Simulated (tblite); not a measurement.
Compound: C₅H₈NSi (doublet state).
Cartesian coordinates in Å at the GFN2-xTB level; atoms count from 1:
```
atom  x, y, z in Å
C1     2.569   -0.505   -0.405
Si2    1.475    0.798    0.430
N3    -0.208    0.381    0.194
C4    -1.256    0.869    0.929
C5    -2.428    0.397    0.422
C6    -2.096   -0.417   -0.688
C7    -0.739   -0.397   -0.800
H8     2.499   -0.469   -1.489
H9     2.289   -1.508   -0.086
H10    3.609   -0.348   -0.138
H11    1.656    0.930    1.875
H12   -1.074    1.513    1.766
H13   -3.414    0.599    0.793
H14   -2.785   -0.948   -1.315
H15   -0.101   -0.886   -1.510
```

Level: GFN2-xTB in tblite, geometry and Hessian alike; calculated harmonic values, unscaled, isolated species. This tight-binding method is rough: wavenumbers can miss measured ones by several per cent, in bad cases by 10 to 20. Modes of hydrogen on silicon can be 10 to 20 % off. One conformer, not necessarily the lowest. Open shells enter through the occupations alone, without spin polarisation, and single modes of such species can be off by tens of per cent.

Harmonic wavenumbers (cm⁻¹): 41.0, 116.0, 144.1, 156.2, 254.5, 478.8, 483.0, 572.3, 586.3, 623.5, 759.3, 761.7, 772.2, 816.5, 827.0, 833.4, 833.4, 838.2, 925.9, 1074.6, 1083.4, 1102.3, 1197.7, 1249.9, 1317.3, 1362.9, 1399.7, 1474.4, 1476.7, 1487.1, 1560.3, 2256.1, 2994.2, 3037.8, 3049.9, 3148.8, 3153.1, 3162.3, 3169.8.

A = 5866, B = 1478, C = 1205 MHz; mass 110.043 u (most abundant isotopes); point group C1, symmetry number 1; spin multiplicity 2.

Zero-point energy?

½Σν̃ = 25291 cm⁻¹ = 72.31 kcal/mol.

Give the ideal-gas entropy at 273.15 K and 1 bar in the rigid-rotor, harmonic-oscillator model (classical rotation).

Translation 39.59, rotation 27.56, vibration 18.48, spin (R ln 2) 1.38: S = 87.0 cal/(mol K).

And Cp and H(273.15 K) − H(0)?

Cp = 28.48 cal/(mol K), of which vibrations give 20.53 (their classical limit is 39 R = 77.5); H(273.15 K) − H(0) = 4.84 kcal/mol without the zero-point energy, 2.67 from vibrations.

Blend soft modes into free rotors: weight 1/[1 + (100 cm⁻¹/ν̃)⁴] for the oscillator and the rest for a rotor with moment μB/(μ + B), μ = h/(8π²ν), B = 10⁻⁴⁴ kg m². What vibrational entropy results?

16.96 cal/(mol K) in place of 18.48, which changes −T·S at 273.15 K by +0.41 kcal/mol.

Which modes carry the vibrational entropy at 273.15 K?

41.0 cm⁻¹: 5.04; 116.0 cm⁻¹: 3.00; 144.1 cm⁻¹: 2.58; 156.2 cm⁻¹: 2.43; 254.5 cm⁻¹: 1.55; 478.8 cm⁻¹: 0.60 cal/(mol K); the other 33 give 3.28 together.

Hindered rotation and anharmonicity are outside this model. Other conformers, if any are populated, would add a mixing term that is left out. The structure is chiral; the term R ln 2 for an equal mix with its mirror image is left out.
